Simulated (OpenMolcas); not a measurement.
# What dynamic correlation does to the levels of Ru2+

| Quantity | Value |
| --- | --- |
| Program | OpenMolcas 26.06 |
| Basis | ANO-RCC-VDZP [6s5p3d1f] |
| Scalar Hamiltonian | DKH2, point nucleus |
| Active space | 6 electrons in 9 orbitals (RAS2 4d 5s; RAS3 5p, at most 2 electrons) |
| State averaging | 2S+1 = 5 even, 30 roots; 2S+1 = 7 even, 1 root kept (CI in the orbitals of an earlier block); 2S+1 = 3 even, 87 roots kept (CI in the orbitals of an earlier block); 2S+1 = 1 even, 85 roots kept (CI in the orbitals of an earlier block); 2S+1 = 5 odd, 54 roots (12 in the spin-orbit step); 2S+1 = 7 odd, 3 roots kept (CI in the orbitals of an earlier block); 2S+1 = 3 odd, 90 roots kept (CI in the orbitals of an earlier block, 0 in the spin-orbit step); 2S+1 = 1 odd, 31 roots kept (CI in the orbitals of an earlier block, 0 in the spin-orbit step) |
| Spin-orbit coupling | state interaction with AMFI integrals over the reference wave functions, term energies averaged over their components |

Methods on the same reference wave functions:
A. RASSCF
B. SS-RASPT2, IPEA 0.25 Eh, imaginary shift 0.1 Eh (closed shells correlated: 4s 4p)
C. MS-RASPT2, IPEA 0.25 Eh, imaginary shift 0.1 Eh (closed shells correlated: 4s 4p)

Energies in cm-1 above 4d6 5D4, the measured ground level; measured values from Moore, Atomic Energy Levels, vol. III, NSRDS-NBS 35 (1971 reprint of NBS Circular 467, 1958).

```
     Level      A      B      C  Measured
   4d6 5D4    0.0    0.0    0.0       0.0
   4d6 5D3   1277   1297   1298      1159
   4d6 5D2   2050   2030   2030      1826
   4d6 5D1   2549   2520   2520      2266
   4d6 5D0   2789   2750   2750      2476
   4d6 3H6  18351  16720  16730          
   4d6 3H5  18726  16960  16970          
4d6 3P2(1)  18767  15100  15110          
4d5 5s 7S3  19816  23570  23570     27163
4d6 3F3(1)  20804  17890  17900          
4d6 3F2(1)  21393  18350  18350          
4d6 3P1(1)  22431  18790  18800          
   4d6 3G5  22872  20470  20470          
4d6 3P0(1)  23173  19460  19460          
   4d6 3G4  24027  21440  21440          
   4d6 3G3  24345  21710  21710          
   4d6 1I6  28137  25820  25820          
   4d6 3D2  28155  24120  24120          
   4d6 3D1  28285  24330  24340          
   4d6 3D3  28524  24550  24560          
4d6 1G4(1)  29450  26330  26340          
   4d6 1S0  33030  28640  28640          
4d5 5s 5S2  35390  37400  37400     41112
4d6 1D2(1)  35820  30080  30080
```

Deviations, from unrounded energies. A percentage is the sum of absolute deviations over the sum of measured energies, with the sign that they share, or ± where signs differ.

```tsv
Against measurement	Levels	A	B	C
mean absolute deviation (cm-1)	6	2300	1400	1400
fine structure of the ground term (%)	4	+12.1	+11.3	+11.4
other configurations (%)	2	-19.1	-10.7	-10.7
```

B, C lie about equally close to measurement and A furthest from it. The largest miss of C in the table is 4d5 5s 5S2, by -3700 cm-1. The ranking rests on the paired levels alone, and a cruder setting can come out closer through cancelling errors.

Between B and C no level of the table moves by more than 5 cm-1.

The two smallest mean deviations differ by little beside CASPT2's spread within terms, so their order carries little weight.

From A to B the spin-free energies of the other terms of 4d6 shown, above 5D, scale by factors of 0.81 to 0.91, as is usual when dynamic correlation screens the repulsion within a d or f shell.

The lowest spin-free term lies below A's lowest term by 0.299 hartree in B, 0.299 hartree in C.

Term energies are means over components that CASPT2 splits; among the terms shown or strongly mixed into the levels shown the widest spread is 110 cm-1 (4d6 3G, B). Some high roots are left out of the spin-orbit mixing, which shifts the levels that they would mix with. Terms from blocks run as CI alone lack orbitals of their own. A single d shell beside an s shell can misplace configurations of different d count against each other. Without dynamic correlation excited terms often stand tens of per cent too high (terms of higher spin than the ground term too low), and those without a measured partner can miss by more than the paired ones (holds for A). Blocks of more than 70 roots (2S+1 = 3 even, 1 even) ran without multistate coupling (holds for C). Measured partners are found by configuration, term and J. A level has none where our copy of the source lacks it or the pairing is in doubt (some pairs that miss far off the trend of their configuration count as doubtful), and it then counts in no deviation. Only configurations of the active space appear. Levels that lie high or do not pair safely by name in every column are left out.

A number in round brackets counts repeated terms of one configuration in the order of the reference energies.
